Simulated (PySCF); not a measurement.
Worked example: oscillator strength and radiative lifetime

Sn(H)(Cl)2(vinyl) (C₂H₄Cl₂Sn), SMILES C=[CH][SnH]([Cl])[Cl].

Geometry: PBE0-D3(BJ)/def2-SVP. The structure was generated by enumeration; whether it is a known compound was not checked. The def2 effective core potentials stand for the cores of Sn; spin–orbit coupling is left out. One conformer was computed; it need not be the lowest.

PySCF 2.14.0 with TDDFT-PBE/def2-SVPD puts the first singlet state with f over 0.02 at 5.06 eV (vertical), with the transition dipole (-0.334, -0.201, -0.108) in atomic units.

Find the oscillator strength, the wavelength and the radiative lifetime that this transition would have in vacuum if emission retraced absorption.


|μ|² = 0.1636 au, so |μ| = 1.03 D. ΔE = 5.06/27.211 = 0.1860 hartree. f = (2/3) ΔE |μ|² = 0.020 (the program prints 0.020).
λ = 1239.84/5.06 = 245 nm; ν = 40812 cm⁻¹.
Einstein's coefficient A = 0.6670 ν² f s⁻¹ (ν in cm⁻¹) = 2.3e7 s⁻¹, so τ = 1/A = 44 ns. This state is S1. The figure is the radiative limit of this one transition; relaxation, internal conversion, crossing to triplets and a medium change what is measured.
